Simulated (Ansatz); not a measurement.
C₂H₈GaNSi. The species carries charge 0 and has multiplicity 1. The bonds changed during the relaxation, so this is another structure than the one it started from. The geometry is a stationary point of PBE0-D4/def2-TZVP.

```xyz
13

C    -1.585   -0.700   -0.094
N    -0.264   -0.744    0.491
C     0.532   -1.665    0.157
Ga    0.126    0.868    2.046
Si    1.104    1.970   -0.084
H    -2.331   -0.723    0.703
H    -1.697    0.242   -0.635
H    -1.761   -1.534   -0.780
H     1.531   -1.694    0.587
H     0.255   -2.442   -0.559
H     1.602    3.382   -0.059
H     2.293    1.139   -0.488
H     0.197    1.901   -1.283
```

(1) What is the dipole moment at PBE/def2-TZVPP? (Best estimate.)

(2) And with r2SCAN, B3LYP, ωB97M-V? (An estimate is asked.)

(3) Give the Mulliken charges with PBE, ωB97M-V, r2SCAN in def2-TZVPP. (An estimate is asked.)

Results:

(1) The calculation gave: 4.17 D, with components (-1.71, -3.73, -0.73) D in this frame, pointing from negative to positive charge.

(2) The calculation gave: r2SCAN 4.34 D, B3LYP 4.47 D, ωB97M-V 4.77 D.

(3) The calculation gave: 
```
atom    PBE  ωB97M-V  r2SCAN
  C1  -0.16    -0.21   -0.05
  N2  -0.13    -0.22   -0.19
  C3  -0.04     0.00    0.03
 Ga4   0.11     0.09    0.11
 Si5  -0.07    -0.09    0.00
  H6   0.12     0.14    0.09
  H7   0.12     0.14    0.10
  H8   0.08     0.10    0.05
  H9   0.10     0.12    0.08
 H10   0.08     0.11    0.08
 H11  -0.07    -0.05   -0.09
 H12  -0.08    -0.07   -0.10
 H13  -0.07    -0.07   -0.10
```

B3LYP here is the variant with VWN-RPA as its local correlation; programs differ in this.

Results of the Gaussian-basis code of Ansatz.
